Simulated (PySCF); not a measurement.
Geometries of 3 isomers of C2H5F3OSi, from PySCF, PBE0-D3(BJ)/def2-SVP geometry optimisation, gas phase. One conformer each, no zero-point energy, no frequencies.

Question: Which isomer lies lowest at this level?
A.
```xyz
12
angstrom
F     -2.823   -0.318   -0.639
C     -1.852   -0.300    0.280
F     -1.826   -1.491    0.874
F     -2.171    0.610    1.198
C     -0.534    0.020   -0.392
O      0.468    0.045    0.566
Si     2.096    0.244    0.245
H     -0.659    0.992   -0.904
H     -0.369   -0.753   -1.165
H      2.786    0.174    1.557
H      2.339    1.564   -0.415
H      2.574   -0.838   -0.670
```
B.
```xyz
12
angstrom
O      2.560    1.219    1.046
Si     2.066    0.692   -0.450
C      0.609   -0.510   -0.262
C     -0.623    0.100    0.334
F     -0.341    0.723    1.502
F     -1.572   -0.799    0.600
F     -1.161    1.022   -0.470
H      1.851    1.498    1.635
H      1.650    1.812   -1.345
H      3.204   -0.051   -1.052
H      0.341   -0.935   -1.241
H      0.924   -1.343    0.385
```
C.
```xyz
12
angstrom
C      2.170   -0.052   -0.037
O      0.798   -0.336   -0.085
Si    -0.394    0.399    0.788
C     -2.036   -0.380    0.156
F     -2.113   -1.695    0.397
F     -2.207   -0.203   -1.160
F     -3.078    0.201    0.777
H      2.691   -0.724   -0.734
H      2.385    0.989   -0.340
H      2.590   -0.213    0.972
H     -0.462    1.868    0.535
H     -0.291    0.125    2.250
```

Answer: B. That is `O[SiH2]CC(F)(F)F`, 21.4 kcal/mol below the next.

```json
{"SMILES": "O[SiH2]CC(F)(F)F", "atoms numbered as above": "[OH:1][SiH2:2][CH2:3][C:4]([F:5])([F:6])[F:7]", "E (Eh)": "-742.52311", "relative (kcal/mol)": "0.0", "relative (kJ/mol)": "0.0", "dipole (D)": "1.08"}
{"SMILES": "FC(F)(F)CO[SiH3]", "atoms numbered as above": "[F:1][C:2]([F:3])([F:4])[CH2:5][O:6][SiH3:7]", "E (Eh)": "-742.48907", "relative (kcal/mol)": "21.4", "relative (kJ/mol)": "89.4", "dipole (D)": "2.54"}
{"SMILES": "CO[SiH2]C(F)(F)F", "atoms numbered as above": "[CH3:1][O:2][SiH2:3][C:4]([F:5])([F:6])[F:7]", "E (Eh)": "-742.47984", "relative (kcal/mol)": "27.2", "relative (kJ/mol)": "113.6", "dipole (D)": "3.21"}
```

As drawn, the lowest has an O–H bond, which the highest lacks.
